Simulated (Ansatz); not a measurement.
The cluster Cr₂B₂, relaxed as a singlet with RKS r2SCAN-D4/def2-SVP in Ansatz, starting from the GFN1-xTB geometry. Force threshold 0.02 eV/Å.

The restricted singlet is unstable towards broken spin symmetry at other levels; at r2SCAN-D4/def2-SVP this wasn't settled. At r2SCAN-D4/def2-SVP a triplet of charge 0 lies 2.50 eV below the restricted singlet, each at its own geometry. Another isomer (singlet) lies 0.12 eV lower at PBE0-D4/def2-TZVP.

Start:

Cartesian coordinates in Å:
```
Cr -0.5477 0.9015 -0.8459
Cr 0.5034 -1.0325 -0.7141
B -0.6676 -0.3056 0.8304
B 0.7119 0.4366 0.7296
```

Q: Estimate the energy that the relaxation releases and the steps that it takes.

A: 27.5 kcal/mol, in 6 steps; 24 s on 4 threads of Arm Neoverse V1 on a shared host. No frequencies were taken in this run, so the end may be a saddle point.

Q: Does the start keep its bonding and symmetry?

A: By distances, no bond broke or formed. The bond that changes most is Cr1–Cr2, from 2.21 to 1.86 Å (atoms count from 1). Point group C2v at the start, C2v at the end, both within 0.05 Å.

Q: Predict the relaxed structure.

A: 
Cartesian coordinates in Å:
```
Cr -0.464 0.750 -0.820
Cr 0.421 -0.878 -0.709
B -0.679 -0.313 0.816
B 0.723 0.441 0.713
```
Bond lengths (bridged metal pairs left out): 4 × B–Cr 1.96 Å; 1 × Cr–Cr 1.86 Å; 1 × B–B 1.60 Å.
